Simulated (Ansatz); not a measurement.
Ge₁₉PH₂₈⁺, a doped nanocrystal cut from the lattice of germanium (P on a surface site), relaxed as a singlet with RKS PBE-D4/def2-SVP in Ansatz, starting from the GFN2-xTB geometry. Force threshold 0.03 eV/Å.

Single mean-field runs in def2-SVP are fitted with def2-universal-jkfit.

Start:

Cartesian coordinates in Å:
```
Ge -2.3843 -3.6957 1.5984
Ge -1.5393 3.2243 3.1270
Ge 2.6790 2.9786 0.8240
P 0.9803 -3.5245 -0.3032
Ge 3.4938 -0.6421 -0.7516
Ge 0.1873 -0.1944 1.4575
Ge -3.4107 -0.3308 -0.4889
Ge -0.9510 2.9245 -0.8697
Ge 0.0755 -0.5899 -2.5787
Ge 2.4711 2.5273 -3.1073
Ge -1.1119 0.8506 3.2642
Ge -0.1518 -2.6662 1.6148
Ge -3.8968 -2.6395 0.0364
Ge 2.5608 0.5595 1.1950
Ge -2.1554 4.0288 0.9392
Ge 1.4115 3.5751 -1.1734
Ge 3.2779 -3.0546 -0.3935
Ge -0.0381 -3.0315 -2.3599
Ge 2.4305 0.1002 -2.8586
Ge -1.0804 0.4478 -0.6197
H -2.1543 -5.1777 1.3563
H -2.8431 -3.6212 3.0380
H -2.5744 3.5818 4.1647
H -0.2892 3.9396 3.5883
H 4.1377 3.3863 0.7937
H 2.1435 3.6540 2.0747
H 0.9045 -4.9025 -0.1863
H 5.0152 -0.4681 -0.8218
H -4.0855 0.5435 0.5566
H -4.1243 0.0568 -1.7686
H -1.6417 3.2395 -2.2041
H -0.7295 -0.3631 -3.8650
H 3.8948 2.9922 -3.3378
H 1.7529 2.8599 -4.3975
H -0.5493 0.4414 4.6098
H -2.4342 0.0916 3.2248
H 0.8206 -3.2993 2.6399
H -5.3042 -2.7790 0.5642
H -3.8839 -3.4624 -1.2352
H 3.3376 0.0989 2.4351
H -1.9699 5.5264 0.8384
H -3.6298 3.8108 0.6787
H 1.5341 5.0903 -1.3322
H 3.7212 -3.6355 0.9405
H 3.7332 -4.0650 -1.4375
H 0.7285 -3.9703 -3.2782
H -1.3853 -3.7250 -2.1608
H 3.0267 -0.6916 -4.0305
```

**Question.** Estimate the energy that the relaxation releases and the steps that it takes.

**Answer.** 65.8 kJ/mol, in 7 steps; 32 s on 11 threads of AMD EPYC 7R13 on a shared host and a whole NVIDIA H100 80GB HBM3. No frequencies were taken in this run, so the end may be a saddle point.

**Question.** Does the start keep its bonding?

**Answer.** By distances, no bond broke or formed. The bond that changes most is Ge6–Ge20, from 2.52 to 2.45 Å (atoms count from 1).

**Question.** Predict the relaxed structure.

**Answer.** 
```xyz
48

Ge   -2.323   -3.541    1.661
Ge   -1.421    3.154    3.067
Ge    2.636    2.931    0.937
P     1.026   -3.565   -0.320
Ge    3.440   -0.592   -0.693
Ge    0.082   -0.171    1.330
Ge   -3.471   -0.179   -0.430
Ge   -0.926    2.870   -0.980
Ge   -0.023   -0.666   -2.623
Ge    2.452    2.472   -3.054
Ge   -1.192    0.722    3.231
Ge   -0.052   -2.609    1.574
Ge   -3.840   -2.557    0.012
Ge    2.437    0.509    1.255
Ge   -2.166    3.909    0.863
Ge    1.429    3.543   -1.102
Ge    3.332   -3.024   -0.406
Ge   -0.070   -3.103   -2.366
Ge    2.322    0.036   -2.785
Ge   -1.113    0.431   -0.724
H    -2.207   -5.082    1.476
H    -2.793   -3.235    3.110
H    -2.450    3.609    4.140
H    -0.037    3.772    3.402
H     4.142    3.288    0.807
H     2.035    3.656    2.171
H     0.959   -4.988   -0.162
H     4.962   -0.275   -0.795
H    -4.000    0.661    0.766
H    -4.259    0.220   -1.710
H    -1.605    3.245   -2.334
H    -0.780   -0.392   -3.957
H     3.948    2.863   -3.199
H     1.682    2.857   -4.346
H    -0.479    0.293    4.544
H    -2.582    0.024    3.172
H     0.870   -3.171    2.700
H    -5.288   -2.781    0.530
H    -3.662   -3.342   -1.317
H     3.152    0.000    2.543
H    -2.008    5.452    0.766
H    -3.666    3.545    0.684
H     1.491    5.089   -1.284
H     3.851   -3.583    0.945
H     3.855   -3.881   -1.591
H     0.769   -3.910   -3.393
H    -1.458   -3.765   -2.160
H     3.000   -0.738   -3.956
```
Bond lengths: 23 × Ge–Ge 2.45 to 2.46 Å; 3 × Ge–P 2.37 to 2.38 Å; 27 × Ge–H 1.55 to 1.56 Å; 1 × H–P 1.43 Å.
